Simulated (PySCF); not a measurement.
# Molecular orbitals of CI

PBE0 at R = 2.048 Å; C aug-cc-pVDZ, I aug-cc-pVDZ-PP with ECP28; scalar-relativistic core potentials (PySCF 2.14). State: ²Π (doublet), unpaired electrons π ↑. Only the outer orbitals are listed, counted within each symmetry, core potentials removing the inner ones.

```json
{"spin": "α", "orbital": "5σ", "occ.": "1", "ε (eV)": "-21.49", "on C (%)": "38", "main shells (%)": "62 I s, 29 C s, 8 C p"}
{"spin": "α", "orbital": "6σ", "occ.": "1", "ε (eV)": "-15.98", "on C (%)": "63", "main shells (%)": "64 C s, 29 I s, 9 I p"}
{"spin": "α", "orbital": "3π", "occ.": "1", "ε (eV)": "-9.56", "on C (%)": "38", "main shells (%)": "62 I p, 36 C p"}
{"spin": "α", "orbital": "3π", "occ.": "1", "ε (eV)": "-9.15", "on C (%)": "19", "main shells (%)": "81 I p, 17 C p"}
{"spin": "α", "orbital": "7σ", "occ.": "1", "ε (eV)": "-9.15", "on C (%)": "59", "main shells (%)": "41 C p, 39 I p, 17 C s"}
{"spin": "α", "orbital": "4π", "occ.": "1", "ε (eV)": "-6.49", "on C (%)": "61", "main shells (%)": "62 C p, 37 I p"}
{"spin": "α", "orbital": "4π", "occ.": "0", "ε (eV)": "-3.74", "on C (%)": "78", "main shells (%)": "79 C p, 18 I p"}
{"spin": "α", "orbital": "8σ", "occ.": "0", "ε (eV)": "-0.95", "on C (%)": "9", "main shells (%)": "80 I p, 40 C p, 10 I d"}
{"spin": "α", "orbital": "9σ", "occ.": "0", "ε (eV)": "0.58", "on C (%)": "-7", "main shells (%)": "103 I s"}
{"spin": "β", "orbital": "5σ", "occ.": "1", "ε (eV)": "-21.16", "on C (%)": "27", "main shells (%)": "72 I s, 19 C s"}
{"spin": "β", "orbital": "6σ", "occ.": "1", "ε (eV)": "-14.90", "on C (%)": "65", "main shells (%)": "66 C s, 21 I s, 14 I p"}
{"spin": "β", "orbital": "3π", "occ.": "1", "ε (eV)": "-9.11", "on C (%)": "14", "main shells (%)": "86 I p, 13 C p"}
{"spin": "β", "orbital": "3π", "occ.": "1", "ε (eV)": "-8.71", "on C (%)": "9", "main shells (%)": "90 I p, 8 C p"}
{"spin": "β", "orbital": "7σ", "occ.": "1", "ε (eV)": "-8.69", "on C (%)": "62", "main shells (%)": "38 C p, 36 I p, 24 C s"}
{"spin": "β", "orbital": "4π", "occ.": "0", "ε (eV)": "-3.23", "on C (%)": "82", "main shells (%)": "83 C p, 13 I p"}
{"spin": "β", "orbital": "4π", "occ.": "0", "ε (eV)": "-2.02", "on C (%)": "85", "main shells (%)": "86 C p"}
{"spin": "β", "orbital": "8σ", "occ.": "0", "ε (eV)": "-0.69", "on C (%)": "7", "main shells (%)": "82 I p, 41 C p, 11 I d"}
```

Task: Which are the highest filled and the lowest empty level, where do they sit, and how wide is the gap?

Result: Highest filled α 4π at -6.49 eV (in %: 62 C p, 37 I p); lowest empty α 4π at -3.74 eV (in %: 79 C p, 18 I p); the gap at PBE0 is 2.75 eV. Both belong to one degenerate shell, split only by its one-sided filling, so this is no excitation gap.

- bond order (Mayer): 1.33
- ⟨S²⟩: 0.758
- charge on C (Mulliken, basis-dependent): -0.55
- charge on C (Löwdin, basis-dependent): -0.53
- dipole moment (positive dipole means C(−)I(+)): 1.63 D
- polarisability along the bond: 64.6 bohr³
- polarisability across the bond: 36.8 bohr³

Shares are Mulliken populations and can fall outside 0 to 100 %.

Spin–orbit coupling is left out. The state was picked by a PBE0 search and need not be the measured ground state.
